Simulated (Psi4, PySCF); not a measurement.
Intermolecular potential of H3ClSi ··· H3B (SMILES [SiH3]Cl and B). Monomers: optimised at B3LYP-D3(BJ) (def2-TZVP), held rigid. Orientation: lowest of the rigid-body minima from ten starts at GFN2-xTB (searched outside a hard wall at short contacts). Only R, the distance of the centres of mass, is varied, so the lowest point isn't the relaxed dimer. The shortest distances reach bonding range, where SAPT0 and rigid monomers are unreliable.

- RKS-B3LYP/6-31G* = restricted B3LYP/6-31G*, spherical d, no counterpoise correction run with PySCF
- RHF/6-31G* = restricted Hartree-Fock/6-31G*, spherical d, no counterpoise correction run with PySCF
- RKS-LDA (SVWN5)/6-31G* = restricted LDA (SVWN5)/6-31G*, spherical d, no counterpoise correction in PySCF
- SAPT0/jun-cc-pVDZ, frozen core (Psi4)

Interaction energies in kcal/mol; the last columns give the difference from SAPT0:

| R / Å | RKS-B3LYP/6-31G* | RHF/6-31G* | RKS-LDA (SVWN5)/6-31G* | SAPT0/jun-cc-pVDZ | RKS-B3LYP/6-31G* − SAPT0/jun-cc-pVDZ | RHF/6-31G* − SAPT0/jun-cc-pVDZ | RKS-LDA (SVWN5)/6-31G* − SAPT0/jun-cc-pVDZ |
|---|---|---|---|---|---|---|---|
| 2.30 | 36.06 | 52.59 | 12.80 | 30.93 | 5.13 | 21.66 | -18.13 |
| 2.49 | 16.10 | 28.82 | -2.71 | 14.41 | 1.69 | 14.41 | -17.12 |
| 2.69 | 5.72 | 15.05 | -9.00 | 5.88 | -0.16 | 9.17 | -14.88 |
| 2.89 | 0.93 | 7.45 | -10.32 | 1.70 | -0.77 | 5.76 | -12.02 |
| 3.09 | -1.03 | 3.30 | -9.43 | -0.31 | -0.72 | 3.61 | -9.12 |
| 3.30 | -1.63 | 1.03 | -7.68 | -1.22 | -0.42 | 2.25 | -6.46 |
| 3.60 | -1.50 | -0.30 | -5.15 | -1.51 | 0.02 | 1.21 | -3.64 |
| 3.91 | -1.06 | -0.64 | -3.17 | -1.33 | 0.26 | 0.69 | -1.85 |
| 4.38 | -0.56 | -0.57 | -1.42 | -0.87 | 0.32 | 0.31 | -0.55 |
| 5.12 | -0.22 | -0.32 | -0.39 | -0.40 | 0.18 | 0.08 | 0.01 |
| 6.10 | -0.09 | -0.14 | -0.10 | -0.16 | 0.07 | 0.03 | 0.07 |
| 7.36 | -0.04 | -0.06 | -0.04 | -0.07 | 0.02 | 0.01 | 0.03 |

RKS-B3LYP/6-31G* is furthest from SAPT0/jun-cc-pVDZ at 2.30 (5.13 kcal/mol, above); its mean absolute difference over the points is 0.81 kcal/mol.

RHF/6-31G* is furthest from SAPT0/jun-cc-pVDZ at 2.30 (21.66 kcal/mol, above); its mean absolute difference over the points is 4.93 kcal/mol.

RKS-LDA (SVWN5)/6-31G* is furthest from SAPT0/jun-cc-pVDZ at 2.30 (-18.13 kcal/mol, below); its mean absolute difference over the points is 6.99 kcal/mol.
